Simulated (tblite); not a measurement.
Compound: C₆H₁₁BF₂.
Atom-mapped SMILES: `[CH2:1]=[C:2]([CH3:3])[C@@H:4]([BH:5][CH3:6])[CH:7]([F:8])[F:9]` (hydrogens: H10, H11 on C1; H12, H13, H14 on C3; H15 on C4; H16 on B5; H17, H18, H19 on C6; H20 on C7)

Computed with GFN2-xTB (tblite), gas phase: L-BFGS steps from a force-field or distance-geometry start until the largest atomic force falls under 0.01 eV/Å.

Step 55: E = -792.4292 eV
```
atom  x, y, z in Å  |  force x, y, z in eV/Å
C1     -1.5759   -0.7706   -1.0739    0.006  -0.014  -0.013
C2     -1.0688   -0.0868   -0.0566    0.054   0.033  -0.083
C3     -1.8165    0.0507    1.2391    0.090  -0.081  -0.090
C4      0.2930    0.5854   -0.1279    0.024   0.097   0.060
B5      1.3553   -0.6049   -0.1713   -0.086   0.114  -0.078
C6      1.9924   -1.1239    1.1547   -0.053   0.020   0.017
C7      0.3935    1.5531   -1.2993   -0.005  -0.063   0.016
F8     -0.2088    2.7358   -0.9943   -0.069  -0.067  -0.078
F9      1.6872    1.8832   -1.5665   -0.025  -0.049   0.017
H10    -1.0734   -0.8924   -2.0186    0.037   0.026   0.069
H11    -2.5429   -1.2389   -1.0002   -0.008   0.012   0.013
H12    -1.1420    0.2795    2.0569    0.036  -0.014   0.081
H13    -2.3416   -0.8741    1.4646   -0.094   0.047   0.033
H14    -2.5428    0.8600    1.1677    0.006  -0.015  -0.017
H15     0.4133    1.2095    0.7606    0.033  -0.031   0.105
H16     1.6578   -1.0528   -1.2058    0.001  -0.040  -0.068
H17     2.3332   -2.1519    1.1127    0.045  -0.086  -0.015
H18     1.3605   -1.0095    2.0288   -0.082   0.015   0.084
H19     2.8739   -0.5109    1.3427    0.086   0.018   0.002
H20    -0.0523    1.1704   -2.2268    0.005   0.076  -0.055
```

Step 56: E = -792.4323 eV
```
atom  x, y, z in Å  |  force x, y, z in eV/Å
C1     -1.5697   -0.7786   -1.0718    0.014   0.003   0.000
C2     -1.0638   -0.0865   -0.0591    0.037   0.021  -0.041
C3     -1.8059    0.0440    1.2405    0.062  -0.043  -0.046
C4      0.2927    0.5968   -0.1309    0.008   0.069   0.044
B5      1.3549   -0.5925   -0.1703   -0.046   0.070  -0.050
C6      1.9773   -1.1256    1.1594   -0.024   0.024   0.011
C7      0.3907    1.5591   -1.3057   -0.008  -0.036   0.003
F8     -0.2018    2.7469   -1.0014   -0.083  -0.057  -0.069
F9      1.6834    1.8818   -1.5846   -0.008  -0.053   0.015
H10    -1.0704   -0.8960   -2.0183    0.040   0.020   0.051
H11    -2.5321   -1.2569   -0.9926    0.013   0.026   0.013
H12    -1.1258    0.2548    2.0609   -0.001  -0.031   0.030
H13    -2.3436   -0.8767    1.4562   -0.076   0.071   0.031
H14    -2.5231    0.8652    1.1822    0.049  -0.059  -0.017
H15     0.4079    1.2235    0.7562    0.032  -0.033   0.101
H16     1.6717   -1.0344   -1.2043   -0.011  -0.026  -0.047
H17     2.2989   -2.1620    1.1163    0.017  -0.018  -0.009
H18     1.3458   -0.9985    2.0336   -0.056   0.004   0.049
H19     2.8729   -0.5304    1.3488    0.038  -0.018  -0.006
H20    -0.0649    1.1768   -2.2284    0.003   0.065  -0.063
```

Step 57: E = -792.4363 eV
```
atom  x, y, z in Å  |  force x, y, z in eV/Å
C1     -1.5485   -0.8018   -1.0651    0.027   0.048   0.052
C2     -1.0502   -0.0855   -0.0642   -0.009  -0.021   0.061
C3     -1.7775    0.0258    1.2462   -0.004   0.031   0.060
C4      0.2897    0.6311   -0.1382   -0.042   0.025   0.000
B5      1.3500   -0.5565   -0.1646    0.063  -0.030   0.008
C6      1.9368   -1.1297    1.1705    0.058   0.005   0.009
C7      0.3834    1.5760   -1.3253   -0.010   0.033  -0.048
F8     -0.1891    2.7765   -1.0299   -0.085  -0.062  -0.051
F9      1.6759    1.8799   -1.6275   -0.015  -0.054   0.022
H10    -1.0584   -0.9073   -2.0167    0.044   0.012   0.017
H11    -2.4958   -1.3096   -0.9684    0.059   0.060   0.001
H12    -1.0811    0.1824    2.0729   -0.116  -0.067  -0.118
H13    -2.3548   -0.8804    1.4347    0.002   0.154   0.018
H14    -2.4654    0.8805    1.2254    0.157  -0.172  -0.022
H15     0.3883    1.2681    0.7436    0.033  -0.041   0.089
H16     1.7001   -0.9811   -1.1978   -0.036  -0.006  -0.002
H17     2.1992   -2.1881    1.1188   -0.026   0.159   0.000
H18     1.3107   -0.9737    2.0464   -0.005  -0.009  -0.021
H19     2.8715   -0.5895    1.3656   -0.107  -0.103  -0.039
H20    -0.0901    1.1936   -2.2396    0.011   0.038  -0.037
```

Step 58: E = -792.4398 eV
```
atom  x, y, z in Å  |  force x, y, z in eV/Å
C1     -1.5511   -0.7976   -1.0664    0.039   0.053   0.046
C2     -1.0517   -0.0843   -0.0648   -0.015  -0.033   0.099
C3     -1.7817    0.0293    1.2431   -0.017   0.027   0.045
C4      0.2894    0.6278   -0.1323   -0.042   0.007  -0.035
B5      1.3466   -0.5614   -0.1650    0.067  -0.029   0.028
C6      1.9467   -1.1279    1.1660   -0.021   0.016   0.014
C7      0.3861    1.5710   -1.3198   -0.023   0.042  -0.049
F8     -0.1988    2.7670   -1.0340   -0.081  -0.021  -0.025
F9      1.6788    1.8808   -1.6098    0.025  -0.026   0.014
H10    -1.0591   -0.9064   -2.0158    0.049   0.009  -0.008
H11    -2.5009   -1.2977   -0.9703    0.023   0.031  -0.005
H12    -1.0914    0.1977    2.0692   -0.055  -0.061  -0.060
H13    -2.3563   -0.8742    1.4407   -0.010   0.070   0.006
H14    -2.4750    0.8750    1.2145    0.101  -0.072  -0.028
H15     0.3888    1.2595    0.7530    0.035  -0.019   0.066
H16     1.6843   -0.9938   -1.1979   -0.032  -0.006  -0.027
H17     2.2213   -2.1798    1.1098   -0.007   0.056   0.000
H18     1.3227   -0.9833    2.0452   -0.021   0.000  -0.016
H19     2.8724   -0.5792    1.3605   -0.020  -0.042  -0.028
H20    -0.0762    1.1883   -2.2392    0.006  -0.002  -0.038
```

Question: Estimate the geometry and energy of step 59. (The exact step hangs on the optimiser's Hessian estimate; all steps are aligned on step 58, rigid shifts and turns removed.)

Answer: E = -792.4434 eV, largest force 0.110 eV/Å
```
atom  x, y, z in Å  |  force x, y, z in eV/Å
C1     -1.5417   -0.8024   -1.0640    0.032   0.045   0.045
C2     -1.0492   -0.0835   -0.0633   -0.009  -0.039   0.102
C3     -1.7762    0.0258    1.2459   -0.028   0.018   0.041
C4      0.2852    0.6391   -0.1313   -0.032  -0.002  -0.041
B5      1.3401   -0.5517   -0.1607    0.069  -0.015   0.022
C6      1.9399   -1.1277    1.1656   -0.040  -0.008   0.021
C7      0.3853    1.5741   -1.3256   -0.030   0.032  -0.034
F8     -0.2081    2.7687   -1.0526   -0.050  -0.002  -0.020
F9      1.6808    1.8815   -1.6059    0.011   0.013   0.015
H10    -1.0496   -0.9092   -2.0135    0.045   0.016  -0.005
H11    -2.4864   -1.3102   -0.9643    0.002   0.015  -0.015
H12    -1.0832    0.1794    2.0711   -0.030  -0.056  -0.033
H13    -2.3660   -0.8674    1.4410    0.003   0.020  -0.013
H14    -2.4584    0.8781    1.2252    0.068   0.000  -0.032
H15     0.3794    1.2731    0.7534    0.036  -0.014   0.029
H16     1.6750   -0.9822   -1.1949   -0.023  -0.014  -0.036
H17     2.1996   -2.1818    1.0994    0.010   0.015  -0.004
H18     1.3221   -0.9867    2.0490   -0.038   0.026  -0.005
H19     2.8737   -0.5958    1.3617   -0.001  -0.014  -0.030
H20    -0.0673    1.1895   -2.2496    0.006  -0.035  -0.006
```

The energy changes by -0.0037 eV. The first-order estimate −F·Δx gives -0.0050 eV and the mean of the old and new forces, exact on a quadratic surface, -0.0037 eV. The step makes an angle of 75° with the force vector and moves no atom by more than 0.024 Å.

The cost below is that of the whole relaxation. Hardware: Intel Xeon at 2.50 GHz, one thread, shared host with 64 logical CPUs at a one-minute load of 62. Cost: 2.5 s.
